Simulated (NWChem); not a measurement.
# trichlorofluoromethane (CCl$_{3}$F); SMILES FC(Cl)(Cl)Cl

```xyz
5

F      0.0000     0.0000     1.5819
C      0.0000     0.0000     0.2556
Cl     0.8204    -1.4598    -0.3084
Cl     0.8541     1.4404    -0.3084
Cl    -1.6744     0.0194    -0.3084
```
Atoms are numbered in this order, from 1.

Coordinates come from a PBE0/def2-SVP optimisation. No frequency run checked for a minimum.

**Question.** Give the principal values of the shielding tensors (ppm) of F1, C2, Cl3 from PBE0/x2c-TZVPall-s, scalar ZORA without spin-orbit coupling, GIAO (NWChem), with their diamagnetic and paramagnetic parts as GIAO splits them.

**Answer.** 
```json
[
 {"atom": "F1", "σ11": "154.7", "σ22": "154.7", "σ33": "215.0", "isotropic": "174.8", "diamagnetic": "467.9", "paramagnetic": "-293.1"},
 {"atom": "C2", "σ11": "35.6", "σ22": "35.6", "σ33": "41.8", "isotropic": "37.7", "diamagnetic": "244.2", "paramagnetic": "-206.5"},
 {"atom": "Cl3", "σ11": "99.3", "σ22": "133.9", "σ33": "953.3", "isotropic": "395.5", "diamagnetic": "1144.8", "paramagnetic": "-749.3"}
]
```
